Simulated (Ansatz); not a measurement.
Cost and result up the ladder for Be8O8, a nanocrystal cut from wurtzite BeO (bare) (16 atoms). The state is a singlet with charge 0. Geometry: PBE-D4/def2-SVP.

```xyz
16

O     0.447   -2.418    2.478
Be    1.778   -2.307    1.939
Be   -0.413   -1.466    1.716
O     0.380   -0.494    0.414
O    -2.022    0.813   -0.240
Be   -0.371    0.481   -0.405
Be   -2.521    1.831   -1.185
O    -2.079    2.700   -2.266
O     2.800   -1.794    1.063
Be    2.148   -0.787    0.175
O     0.298    1.424   -1.639
Be   -0.675    2.318   -2.299
O    -1.936   -1.130    1.832
Be   -2.264   -0.163    0.891
O     2.725    0.104   -0.974
Be    1.705    0.886   -1.501
```

Ansatz; hardware A = 2 threads of AMD EPYC 7R13 on a shared host and a share (18 GiB) of an NVIDIA H100 80GB HBM3; B = 2 threads of AMD EPYC 7R13 on a shared host. Times are rough, and most runs start from the orbitals of an earlier one. PBE0-D4/def2-TZVP serves as the yardstick here, not as an exact answer. Differences are given only for rows in sets of like size (and for xTB, whose basis is part of the method), since another set adds its own error. Binding counts from free atoms at the same level (O triplet, Be singlet; other spins of the atoms weren't run), without zero-point energy or a counterpoise term.

B3LYP takes the VWN-RPA correlation. Correlated methods freeze 8 core orbitals.

Correlated methods converge slowly with the basis.

```tsv
level	functions	wall time	binding energy per atom (eV)	difference from PBE0-D4/def2-TZVP (eV)
HF/6-31G [B]	144	2.2 s	3.48	–
PBE-D4/def2-SVP [B]	184	4.2 s	5.24	–
B3LYP-D4/6-31G [B]	144	5.5 s	4.92	–
MP2/def2-TZVP [A]	400	5.5 s	5.13	0.11
PBE0-D4/def2-SVP [B]	184	7 s	5.03	–
PBE-D4/def2-TZVP (with forces) [A]	400	8 s	5.20	0.19
PBE0-D4/def2-TZVP [A]	400	9 s	5.02	0.00
revPBE-D4/def2-TZVP [A]	400	9.5 s	5.01	-0.01
r2SCAN-D4/def2-TZVP (with forces) [A]	400	11 s	5.15	0.14
RPA@PBE/def2-TZVP [A]	400	11 s	4.42	-0.59
BHLYP-D4/def2-TZVP [A]	400	11 s	4.83	-0.19
PBE-QIDH/def2-TZVP [A]	400	14 s	4.97	-0.05
CCSD(T)/def2-TZVPP [A]	400	2.2 min	4.74	-0.28
```
